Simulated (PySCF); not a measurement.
Static response to an electric field

Compound: C10H11F.
Geometry (PBE0-D3(BJ)/def2-SVP, Å), atoms numbered from 1 in this order:
```
atom  x, y, z in Å
C1     3.2597   -0.0324   -0.4382
C2     1.8115    0.2499   -0.1572
C3     1.4414    1.3660    0.6030
C4     0.1012    1.6111    0.8820
F5    -0.2296    2.6851    1.6052
C6    -0.8946    0.7685    0.4141
C7    -0.5247   -0.3467   -0.3458
C8     0.8106   -0.6102   -0.6321
C9    -1.7567   -1.1275   -0.7245
C10   -2.9000   -0.1269   -0.4839
C11   -2.3830    0.8370    0.5995
H12    3.3996   -0.4408   -1.4500
H13    3.8747    0.8739   -0.3469
H14    3.6605   -0.7760    0.2710
H15    2.1915    2.0634    0.9821
H16    1.0857   -1.4812   -1.2335
H17   -1.8534   -2.0101   -0.0660
H18   -1.7253   -1.5078   -1.7572
H19   -3.8465   -0.6142   -0.2083
H20   -3.0838    0.4402   -1.4107
H21   -2.6561    0.4907    1.6130
H22   -2.7837    1.8570    0.4993
```

Level: wB97X-D/def2-SVPD (PySCF), static field, nuclei fixed, core orbitals frozen in the response. The polarisability tensor in these axes (au):

```
x   146.83   2.70  -2.84
y     2.70 106.10  19.62
z    -2.84  19.62  88.86
```

Task: Give the principal values, the mean and the anisotropy Δα = √{½[(α1 − α2)² + (α2 − α3)² + (α1 − α3)²]}.

Result: Principal values 75.84, 118.90 and 147.06 au; mean 113.93 au = 16.88 Å³ = 18.78 × 10⁻⁴⁰ C²·m²/J; Δα = 62.12 au (55 % of the mean).

Task: What is the dipole moment, and where does it point?

Result: (0.00, -1.50, -0.91) D, 1.75 D in size, pointing from the negative to the positive side. Measured along this direction, the outermost atoms are F5 at the negative end and H18 at the positive end.

Task: Find the Langevin capture rate constant for H3O+ (19.018 u) meeting this molecule (150.084 u), k = 2.342 × 10⁻⁹ cm³/s × √(α in Å³ / reduced mass in u).

Result: The reduced mass is 16.88 u, so k = 2.34 × 10⁻⁹ cm³/s. The formula leaves out the permanent dipole, which adds to the capture rate.

Task: Sum over states: ᾱ = Σ f/ω², ω in Eh. What share falls to these 10 lowest TDDFT singlets (eV, f)? 5.26, 0.0025; 5.91, 0.0217; 6.69, 0.5329; 6.71, 0.6848; 6.91, 0.0295; 7.12, 0.0023; 7.48, 0.0010; 7.76, 0.0030; 7.93, 0.0025; 8.03, 0.0100.

Result: They add up to 21.30 au, 18.7 % of the 113.93 au; the largest single term is 11.27 au, from the state at 6.71 eV. Terms in order: 0.07, 0.46, 8.82, 11.27, 0.46, 0.03, 0.01, 0.04, 0.03, 0.11 au. Higher excitations give the rest. The strengths listed sum to 1.290.

Task: What are the principal values of the traceless quadrupole moment, Θ = ½Σq(3rr − r²1), about the centre of nuclear charge?

Result: -4.66, -4.03, 8.69 D·Å. The values depend on the origin, since the dipole doesn't vanish. The electronic extent ⟨r²⟩ about the same centre is 1800 bohr², a root-mean-square distance of 2.51 Å for the 80 electrons.

Task: Rayleigh depolarisation ratio (linearly polarised light, static tensor)?

Result: ρ = 3Δα²/(45ᾱ² + 4Δα²) = 11576.5/(584130 + 15435.3) = 0.0193.

Task: Orientational against electronic polarisability at 250 K (dilute gas, rigid molecules)?

Result: In Gaussian units μ²/3kT = 29.53 Å³ against 16.88 Å³, a ratio of 1.75; the Debye molar polarisation (4π/3)N_A(α + μ²/3kT) is 117.1 cm³/mol, leaving out the vibrational part.

The structure is a single PBE0-D3(BJ)/def2-SVP conformer in the gas phase; no vibrational or solvent corrections.

The run behind these numbers computed excited states as well. The run took 38 s wall, 87 s CPU on AMD EPYC 9R45, 2 threads, shared host, and the process peaked at 1.9 GiB of memory.

wB97X-D is run here without its empirical dispersion term; that term would change no orbital, density or response property at a fixed geometry.
